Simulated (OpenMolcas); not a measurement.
# Kr³⁺: effect of the IPEA shift

```yaml
Program: OpenMolcas
Basis: ANO-RCC-VTZP [6s5p3d1f]
Scalar_Hamiltonian: DKH2, point nucleus
Active_space: 5 electrons in 9 orbitals (RAS2 4s 4p; RAS3 4d, at most 2 electrons)
State_averaging: 2S+1 = 4 odd, 1 root; 2S+1 = 2 odd, 11 roots; 2S+1 = 4 even, 3 roots; 2S+1 = 2 even, 9 roots
Spin-orbit_coupling: state interaction with AMFI integrals over the reference wave functions, term energies averaged over their components
```

Methods on the same reference wave functions:
A. RASSCF
B. MS-RASPT2, IPEA 0 Eh, imaginary shift 0.1 Eh (closed shells correlated: 3d)
C. MS-RASPT2, IPEA 0.25 Eh, imaginary shift 0.1 Eh (closed shells correlated: 3d)

Energies in eV above 4s² 4p³ ⁴S°_3/2, the measured ground level; measured values from Saloman, J. Phys. Chem. Ref. Data 36, 215 (2007).

| Level | A | B | C | Measured |
| --- | --- | --- | --- | --- |
| 4s² 4p³ ⁴S°_3/2 | 0.0000 | 0.0000 | 0.0000 | 0.0000 |
| 4s² 4p³ ²D°_3/2 | 2.6745 | 2.279 | 2.288 | 2.1124 |
| 4s² 4p³ ²D°_5/2 | 2.8440 | 2.445 | 2.454 | 2.3185 |
| 4s² 4p³ ²P°_1/2 | 4.4095 | 4.036 | 4.048 | 3.8505 |
| 4s² 4p³ ²P°_3/2 | 4.6280 | 4.260 | 4.271 | 4.1418 |
| 4s 4p⁴ ⁴P_5/2 | 14.5577 | 14.563 | 14.569 | 14.7245 |
| 4s 4p⁴ ⁴P_3/2 | 14.9687 | 14.976 | 14.982 | 15.1790 |
| 4s 4p⁴ ⁴P_1/2 | 15.1700 | 15.175 | 15.181 | 15.3876 |
| 4s 4p⁴ ²D_3/2 | 18.4851 | 18.179 | 18.209 | 18.0735 |
| 4s 4p⁴ ²D_5/2 | 18.5459 | 18.245 | 18.274 | 18.1816 |

Deviations, from unrounded energies. A percentage is the sum of absolute deviations over the sum of measured energies, with the sign that they share, or ± where signs differ.

| Against measurement | Levels | A | B | C |
| --- | --- | --- | --- | --- |
| mean absolute deviation (cm-1) | 9 | 3100 | 1200 | 1300 |
| other terms of the ground configuration (%) | 4 | +17.2 | +4.8 | +5.1 |
| other configurations (%) | 5 | ±1.7 | ±0.9 | ±1.0 |

B lies closest to measurement on these levels and A furthest from it. The largest miss of B in the table is 4s 4p⁴ ⁴P_1/2, by -1700 cm-1. The ranking rests on the paired levels alone, and a cruder setting can come out closer through cancelling errors.

Between B and C the level of the table that moves most is 4s 4p⁴ ²D_3/2, by 240 cm-1 (lowest in B, highest in C). Moves below CASPT2's spread within the term are not significant.

From A to B the spin-free energies of the other terms of 4s² 4p³ shown, above ⁴S°, scale by factors of 0.85 to 0.91.

The lowest spin-free term lies below A's lowest term by 0.078 hartree in B, 0.077 hartree in C.

CASPT2 does not keep the components of a term degenerate, so their means are used; among the terms shown or strongly mixed into the levels shown the widest spread is 58 cm-1 (4s 4p⁴ ²D, C). The run also gave levels led by 4s² 4p² 4d, which use shells meant for correlation; these and all levels above them are left out. Some terms mix strongly with configurations of 4d, whose occupation reaches 0.27 (4s 4p⁴ ²D). Measured partners are found by configuration, term and J. A level has none where our copy of the source lacks it or the pairing is in doubt (some pairs that miss far off the trend of their configuration count as doubtful), and it then counts in no deviation. Levels of configurations outside the active space are missing. The table leaves out levels that lie high or whose names do not pair safely across all columns.

° marks odd parity.
